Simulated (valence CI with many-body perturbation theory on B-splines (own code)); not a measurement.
Values are calculated unless marked as measured or tabulated.
**Ba⁴²⁺: what the settings do**

Level of theory: valence CI with perturbative core correlation (CI+MBPT): four valence electrons over a frozen Dirac-Fock core [Ne], a basis of 6 s, 6 p, 5 d, 3 f, 1 g functions for each j, with the one-electron correlation potential Σ1 (screened to all orders), the two-electron term Σ2, the three-electron term Σ3, Breit, model QED; selected single and double excitations, second order for the rest, scaled by the run's own slope (own B-spline code, finite nucleus).

No measured spectrum was set against this ion. As an estimate, large intervals hold to a few tenths of a per cent, small ones and those within an open d or f shell to about a per cent.

The reference run has the lowest level (3s^2 3p1/2^2) J=0 and an ionisation energy of 3267.57 eV. Its largest variational space holds 9998 state functions.

Levels are named by their leading jj configuration (3d3/2^4 stands for four electrons in 3d with j = 3/2), which in mixed levels can hold well under half, so a name can repeat and another be missing. Letters in brackets count levels of one name in rising energy.

Reference levels: (3s^2 3p1/2 3p3/2) J=1 713941, (3s^2 3p1/2 3p3/2) J=2 768177, (3s^2 3p3/2^2) J=2 1521290, (3s 3p1/2^2 3p3/2) J=2 1585220, (3s^2 3p3/2^2) J=0 1639020, (3s 3p1/2^2 3p3/2) J=1 1752430, (3s^2 3p1/2 3d3/2) J=2 1957590, (3s^2 3p1/2 3d5/2) J=2 2162160, (3s^2 3p1/2 3d3/2) J=1 2185790, (3s^2 3p1/2 3d5/2) J=3 2206660, (3s 3p1/2 3p3/2^2) J=2 [a] 2356000, (3s 3p1/2 3p3/2^2) J=3 2400400 cm⁻¹.

(1) Rank these changes by the mean size of the shift of these levels, smallest first.
A. averaging of valence orbitals over low configurations on → off; highest l with Σ1, explicit Σ2 and valence Breit (higher l get mean screening factors) 3 → 0
B. scale of Σ1 1 → 3
C. highest l in the core sums 6 → 3

Results:

(1) C (500 cm⁻¹), B (1600 cm⁻¹), A (2100 cm⁻¹).
